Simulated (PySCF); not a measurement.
```xyz
4
charge 0 multiplicity 1, angstrom
As    0.0000    0.0000   -0.8874
N     0.0000    0.0000    0.8030
I     2.5397    0.0000    0.2176
I    -2.5397    0.0000    0.2176
```

Computed with PySCF, PBE0, basis As def2-SVP, N def2-SVP, I def2-SVP with ECP28 (scalar-relativistic core potentials, no spin–orbit coupling, density fitting).

This geometry of AsNI₂ is a stationary point at this level.

(1) What is the point group?

(2) Is it a minimum?

(3) List the harmonic modes with their infrared intensities.

## Answers

(1) C2v.

(2) No: it has 1 imaginary mode, at 424i cm⁻¹ (b2).

(3) 
```tsv
symmetry	ω (cm⁻¹)	IR (km/mol)	type
b2	424i	–	bend
a1	94	0.2	bend
b1	102	2.0	bend
a1	142	0.5	stretch
b2	214	146	stretch
a1	975	3.5	stretch
```

This need not be the most stable arrangement of these atoms.
